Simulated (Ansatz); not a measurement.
Saddle point of SiN₂H₁₀O, singlet (SiNH₅ ([NH2][SiH3]) + H₂O + NH₃ → SiN₂H₆ ([NH2][SiH2][NH2]) + H₂O + H₂; bonds formed: Si1–N7, H2–H8, H6–O9; bonds broken: Si1–H2, H6–N7, H8–O9), PBE0-D4/def2-TZVP structure:

```
14
angstrom
Si 0.2184 1.0817 -0.0470
H -0.8978 0.1171 1.1277
H 1.1543 1.8039 -0.9946
H -0.7956 2.1352 0.2239
N 1.4255 0.4761 0.9990
H -0.6917 -1.1406 -0.6997
N -0.4448 -0.1088 -1.3027
H -0.9934 -0.8418 0.8679
O -1.0755 -1.9161 0.2357
H 2.3687 0.8188 0.9225
H 1.2146 0.0589 1.8891
H -1.3224 0.2250 -1.6918
H 0.2051 -0.2224 -2.0725
H -0.3652 -2.4869 0.5425
```

Energies are electronic, without zero-point energy. Barriers and step energies count from the start structure reached by relaxing down the imaginary mode; all methods use the PBE0-D4 structures, on which another method's saddle can fall below an end. Program: Ansatz 0.2.0. Basis: def2-TZVPP, with def2-QZVPP for the basis limit. Cores are frozen in the correlated methods. B3LYP uses VWN-RPA correlation. Extrapolation: Hartree–Fock as exp(−7.88 √X), correlation as X^−2.97.

| method | barrier (eV) | step energy (eV) |
| --- | --- | --- |
| SPW92 | 0.367 | -0.455 |
| PBE-D4 | ? | -0.449 |
| BLYP-D4 | 1.102 | -0.516 |
| r2SCAN-D4 | 1.011 | -0.511 |
| B97M-V | 1.243 | -0.447 |
| PBE0-D4 | 1.115 | -0.443 |
| B3LYP-D4 | 1.261 | -0.499 |
| r2SCAN0-D4 | 1.181 | -0.492 |
| BHLYP-D4 | ? | -0.485 |
| CAM-B3LYP-D4 | 1.292 | -0.501 |
| wB97X-V | 1.368 | -0.464 |
| wB97M-V | 1.369 | -0.464 |
| B2PLYP | 1.385 | -0.489 |
| PBE-QIDH | 1.289 | -0.469 |
| RPA on PBE | 1.464 | -0.436 |
| HF | ? | -0.428 |
| MP2 | 1.318 | -0.535 |
| CCSD | 1.588 | -0.444 |
| CCSD(T) | 1.441 | -0.464 |

Q: Fill in the withheld barriers. (An estimate is asked for; the value comes from the calculation.)

A: Computed: PBE-D4 0.903; BHLYP-D4 1.532; HF 2.309 eV. Each is the energy of the saddle less that of the start structure, by the same method.

For comparison, the barrier by CCSD(T) at an estimated basis limit (MP2 extrapolated from triple and quadruple zeta, plus CCSD(T) − MP2 in triple zeta) is 1.421 eV.

T1 diagnostic: at most 0.011.

Labels in which every atom is bracketed show which atoms are joined, not bond orders.

For scale, one of the runs: CCSD(T)/def2-TZVPP, 275 basis functions, launched by `ansatz run in.yaml --threads 8 --pin off --events-out ev --progress --plain --max-ram 19148MiB`. Time: 120 s of wall clock on 8 CPU threads of an Arm Neoverse V1; the host was shared. Peak host memory: 7.7 GiB.
